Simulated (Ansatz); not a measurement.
Reaction (ligand exchange at the Si–C bond): `C/C=C(\F)[SiH3]` + `[AlH2][SeH]` → `[AlH2][Se][SiH3]` + `C/C=C\F`

Calculated with Ansatz (gas phase, PBE0-D4/def2-TZVP geometries, no zero-point term in ΔE). CBS: MP2 limit from def2 TZ/QZ plus the TZ coupled-cluster correction, frozen cores. Double bonds are as drawn, so ΔE can hold a change between cis and trans. Functionals use def2-TZVPP. B3LYP here is the variant with VWN-RPA as its local correlation; programs differ in this. For Se outer-core shells are correlated without core-valence functions, which leaves a few kJ/mol of doubt a bond. Scalar relativity is left out up to krypton.

`C/C=C(\F)[SiH3]`:

Z-matrix (Å, degrees):
```
C
C 1 1.488
H 1 1.094 2 110.6
H 1 1.089 2 111.6 3 -121.0
H 1 1.094 2 110.6 3 118.1
C 2 1.328 1 125.9 3 121.5
H 2 1.086 1 118.1 3 -58.6
Si 6 1.870 2 126.4 1 -180.0
F 6 1.360 2 119.2 1 -0.0
H 8 1.486 6 110.3 2 120.0
H 8 1.485 6 110.3 2 -120.2
H 8 1.484 6 107.5 2 -0.1
```

`[AlH2][SeH]`:

```xyz
5

Al   -0.470    0.506    0.136
Se    0.508   -1.198   -1.088
H    -1.746    1.183   -0.503
H     0.159    0.915    1.527
H     1.549   -1.406   -0.072
```

`[AlH2][Se][SiH3]`:

```xyz
8

Al   -0.149   -0.822    1.719
Se    1.062    0.919    0.801
Si    0.174    0.688   -1.292
H    -1.148   -1.616    0.783
H     0.077   -1.141    3.249
H     0.806    1.733   -2.134
H    -1.296    0.890   -1.271
H     0.475   -0.652   -1.854
```

`C/C=C\F`:

```xyz
9

C     0.485   -0.728    0.735
C    -0.550    0.109    0.070
C    -0.356    0.884   -0.981
F     0.840    1.001   -1.578
H     0.599   -0.445    1.786
H     0.202   -1.784    0.720
H     1.454   -0.626    0.247
H    -1.561    0.098    0.464
H    -1.113    1.491   -1.462
```

```
             level  ΔE (kJ/mol)  difference from CCSD(T)/CBS
            PBE-D4        -65.6                          3.2
         r2SCAN-D4        -66.4                          2.4
           PBE0-D4        -70.1                         -1.3
          B3LYP-D4        -63.5                          5.3
           ωB97X-V        -65.0                          3.8
           ωB97M-V        -65.6                          3.2
            B2PLYP        -64.6                          4.2
               PBE        -64.7                          4.1
            r2SCAN        -66.5                          2.3
              PBE0        -69.3                         -0.5
             B3LYP        -61.7                          7.1
     HF/def2-TZVPP        -69.5                         -0.7
    MP2/def2-TZVPP        -71.2                         -2.4
SCS-MP2/def2-TZVPP        -68.1                          0.7
   CCSD/def2-TZVPP        -65.9                          2.9
CCSD(T)/def2-TZVPP        -65.5                          3.3
     HF/def2-QZVPP        -69.2                         -0.4
    MP2/def2-QZVPP        -73.0                         -4.2
SCS-MP2/def2-QZVPP        -69.6                         -0.8
      HF/CBS(def2)        -69.2                         -0.4
     MP2/CBS(def2)        -74.5                         -5.7
    CCSD/CBS(def2)        -69.2                         -0.4
       CCSD(T)/CBS        -68.8                            0
```

Largest T1 diagnostic among the species: 0.012.

From PBE to PBE0 (25 % exact exchange), in def2-TZVPP and without D4, ΔE moves by −4.7 kJ/mol.
